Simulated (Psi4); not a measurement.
CN (SMILES [C]#N), doublet, geometry from GFN2-xTB; B3LYP/6-311G** (Psi4).

Input for Psi4:
```
memory 2 GB

molecule {
0 2
  C    -0.00000000   -0.00000000   -0.61154216
  N     0.00000000    0.00000000    0.52417899
}

set basis 6-311g**
set reference uks

energy('b3lyp')
print_variables()
```

It wrote (shortened):

```
   => Loading Basis Set <=

    Name: 6-311G**
    Role: ORBITAL
    Keyword: BASIS

         ---------------------------------------------------------
                                   SCF
               by Justin Turney, Rob Parrish, Andy Simmonett
                          and Daniel G. A. Smith
                              UKS Reference
         ---------------------------------------------------------

  ==> Geometry <==

    Molecular point group: c2v
    Full point group: C_inf_v

    Geometry (in Angstrom), charge = 0, multiplicity = 2:

       Center              X                  Y                   Z               Mass
    ------------   -----------------  -----------------  -----------------  -----------------
         C            0.000000000000     0.000000000000    -0.611604124541    12.000000000000
         N            0.000000000000     0.000000000000     0.524117025459    14.003074004430

  Running in c2v symmetry.

  Rotational constants: A = ************  B =      2.02243  C =      2.02243 [cm^-1]
  Rotational constants: A = ************  B =  60630.87477  C =  60630.87477 [MHz]
  Nuclear repulsion =   19.569454040844445

  Charge       = 0
  Multiplicity = 2
  Electrons    = 13
  Nalpha       = 7
  Nbeta        = 6

  ==> Algorithm <==

  SCF Algorithm Type is DF.
  DIIS enabled.
  MOM disabled.
  Fractional occupation disabled.
  Guess Type is SAD.
  Energy threshold   = 1.00e-06
  Density threshold  = 1.00e-06
  Integral threshold = 1.00e-12

  ==> Primary Basis <==

  Basis Set: 6-311G**
    Blend: 6-311G**
    Number of shells: 16
    Number of basis functions: 36
    Number of Cartesian functions: 38
    Spherical Harmonics?: true
    Max angular momentum: 2

  ==> DFT Potential <==

   => LibXC <=

    Version 7.1.2
    S. Lehtola, C. Steigemann, M. J. T. Oliveira, and M. A. L. Marques,  SoftwareX 7, 1–5 (2018) (10.1016/j.softx.2017.11.002)

   => Composite Functional: B3LYP <=

    B3LYP Hyb-GGA Exchange-Correlation Functional

    P. J. Stephens, F. J. Devlin, C. F. Chabalowski, and M. J. Frisch,  J. Phys. Chem. 98, 11623 (1994) (10.1021/j100096a001)

    Deriv               =              1
    GGA                 =           TRUE
    Meta                =          FALSE

    Exchange Hybrid     =           TRUE
    MP2 Hybrid          =          FALSE

   => Exchange Functionals <=

    0.0800   Slater exchange
    0.7200         Becke 88

   => Exact (HF) Exchange <=

    0.2000               HF

   => Correlation Functionals <=

    0.1900   Vosko, Wilk & Nusair (VWN5_RPA)
    0.8100   Lee, Yang & Parr

   => LibXC Density Thresholds  <==

    XC_HYB_GGA_XC_B3LYP:  1.00E-15

   => Molecular Quadrature <=

    Radial Scheme          =       TREUTLER
    Pruning Scheme         =           NONE
    Nuclear Scheme         =       TREUTLER

    Blocking Scheme        =         OCTREE
    BS radius alpha        =              1
    Pruning alpha          =              1
    Radial Points          =             75
    Spherical Points       =            302
    Total Points           =          42700
    Total Blocks           =            385
    Max Points             =            256
    Max Functions          =             36
    Weights Tolerance      =       1.00E-15

   => Loading Basis Set <=

    Name: (6-311G** AUX)
    Role: JKFIT
    Keyword: DF_BASIS_SCF

  ==> Integral Setup <==

  SCF_SUBTYPE=INCORE selected. In-core MEM_DF algorithm will be used.
  Using in-core AOs.

  ==> MemDFJK: Density-Fitted J/K Matrices <==

    J tasked:                   Yes
    K tasked:                   Yes
    wK tasked:                   No
    Algorithm:                 Core
    Schwarz Cutoff:           1E-12
    Mask sparsity (%):       0.0000
    Fitting Condition:        1E-10

   => Auxiliary Basis Set <=

  Basis Set: (6-311G** AUX)
    Blend: CC-PVTZ-JKFIT
    Number of shells: 50
    Number of basis functions: 158
    Number of Cartesian functions: 192
    Spherical Harmonics?: true
[...]
     A1        18      18
     A2         2       2
     B1         8       8
     B2         8       8
   -------------------------
    Total      36      36
   -------------------------

  ==> Iterations <==

                           Total Energy        Delta E     RMS |[F,P]|

   @DF-UKS iter SAD:   -92.22880785883231   -9.22288e+01   0.00000e+00
   @DF-UKS iter   1:   -92.57543763814645   -3.46630e-01   2.90081e-02 DIIS/ADIIS
   @DF-UKS iter   2:   -91.62242540889568    9.53012e-01   6.79010e-02 DIIS/ADIIS
   @DF-UKS iter   3:   -92.71365407115729   -1.09123e+00   1.05835e-02 DIIS/ADIIS
   @DF-UKS iter   4:   -92.73463810767751   -2.09840e-02   1.10102e-03 DIIS/ADIIS
   @DF-UKS iter   5:   -92.73489979396859   -2.61686e-04   2.49422e-04 DIIS/ADIIS
   @DF-UKS iter   6:   -92.73491984373656   -2.00498e-05   4.70298e-05 DIIS
   @DF-UKS iter   7:   -92.73492304070318   -3.19697e-06   3.74247e-05 DIIS
   @DF-UKS iter   8:   -92.73492473185577   -1.69115e-06   1.45666e-05 DIIS
   @DF-UKS iter   9:   -92.73492480231758   -7.04618e-08   3.35146e-06 DIIS
   @DF-UKS iter  10:   -92.73492480608928   -3.77170e-09   1.53714e-06 DIIS
   @DF-UKS iter  11:   -92.73492480688448   -7.95197e-10   2.40441e-07 DIIS
  Energy and wave function converged.

  ==> Post-Iterations <==

   Electrons on quadrature grid:
      Nalpha   =    7.0000000951 ; deviation = 9.513e-08
      Nbeta    =    6.0000000946 ; deviation = 9.457e-08
      Ntotal   =   13.0000001897 ; deviation = 1.897e-07

   @Spin Contamination Metric:   7.282689158E-03
   @S^2 Expected:                7.500000000E-01
   @S^2 Observed:                7.572826892E-01
   @S   Expected:                5.000000000E-01
   @S   Observed:                5.000000000E-01

    Orbital Energies [Eh]
    ---------------------

    Alpha Occupied:

[...]
       1B2    -0.400196

    Alpha Virtual:

[...]
    Beta Occupied:

[...]
    Beta Virtual:

[...]
    Final Occupation by Irrep:
             A1    A2    B1    B2
    DOCC [     4,    0,    1,    1 ]
    SOCC [     1,    0,    0,    0 ]
    NA   [     5,    0,    1,    1 ]
    NB   [     4,    0,    1,    1 ]

  @DF-UKS Final Energy:   -92.73492480688448

   => Energetics <=

    Nuclear Repulsion Energy =             19.5694540408444446
    One-Electron Energy =                -163.3629032263489762
    Two-Electron Energy =                  60.9307620915099193
    DFT Exchange-Correlation Energy =      -9.8722377128898700
    Empirical Dispersion Energy =           0.0000000000000000
    VV10 Nonlocal Energy =                  0.0000000000000000
    Total Energy =                        -92.7349248068844787

  UHF NO Occupations:
  HONO-2 :    1 B1 1.9986691
  HONO-1 :    1 B2 1.9986691
  HONO-0 :    5 A1 1.0000000
  LUNO+0 :    2 B2 0.0013309
  LUNO+1 :    2 B1 0.0013309
  LUNO+2 :    6 A1 0.0009089
  LUNO+3 :    7 A1 0.0000727

Computation Completed

Properties will be evaluated at   0.000000,   0.000000,   0.000000 [a0]

Properties computed using the SCF density matrix

 Multipole Moments:

 ------------------------------------------------------------------------------------
     Multipole            Electronic (a.u.)      Nuclear  (a.u.)        Total (a.u.)
 ------------------------------------------------------------------------------------

 L = 1.  Multiply by 2.5417464519 to convert [e a0] to [Debye]
 Dipole X            :          0.0000000            0.0000000            0.0000000
 Dipole Y            :          0.0000000            0.0000000            0.0000000
 Dipole Z            :         -0.5320154           -0.0015223           -0.5335377
 Magnitude           :                                                    0.5335377

 ------------------------------------------------------------------------------------

  Variable Map:
  ----------------------------------------------------------------------------
[...]
  Array Variable Map:
  ----------------------------------------------------------------------------
[...]
[...]
```
